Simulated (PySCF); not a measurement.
From a computed spectrum to the compound

A species of 7 atoms with charge -1 has these harmonic modes (PBE0, small Gaussian bases with core potentials, PySCF 2.14.0):

| cm⁻¹ | km/mol | symmetry |
| --- | --- | --- |
| 50 | 11.8 |  |
| 64 | 38.6 |  |
| 90 | 19.3 |  |
| 99 | 24.5 |  |
| 186 | 20.2 |  |
| 271 | 40.7 |  |
| 403 | 182.1 |  |
| 427 | 109.0 |  |
| 435 | 58.5 |  |
| 437 | 16.1 |  |
| 569 | 89.3 |  |
| 1194 | 295.5 |  |
| 1671 | 38.3 |  |
| 2790 | 1103.2 |  |
| 3909 | 38.2 |  |

Task: Which species is it, and in which structure?

Result: [DyF3(H2O)]− (singlet in the valence; each metal's 4f electrons, 10 of them, lie in its core potential, out of spins and levels):
```xyz
7

Dy    0.1523   -0.0176    0.0879
F     1.5307    0.9161    1.4992
F    -2.0966   -0.2982    0.5232
F     0.8969   -1.4211   -1.4007
O    -1.7110    1.0712   -1.4568
H    -2.1131    0.5229   -0.6885
H    -1.7419    0.4739   -2.2118
```
Ideal gas at 298.15 K and 1 bar: S = 409.4 J/(mol K), Cp = 110.4 J/(mol K), H − H(0 K) = 24.4 kJ/mol (rigid rotor, harmonic modes, spin degeneracy alone, that of the 4f electrons in the core included; the modes under 60 cm⁻¹ make these uncertain). An lcecp potential fixes the number of 4f electrons, so in runs with it no electron can move into or out of that shell; real Dy(II) is rare or takes another configuration.
 This is one of several that fit.
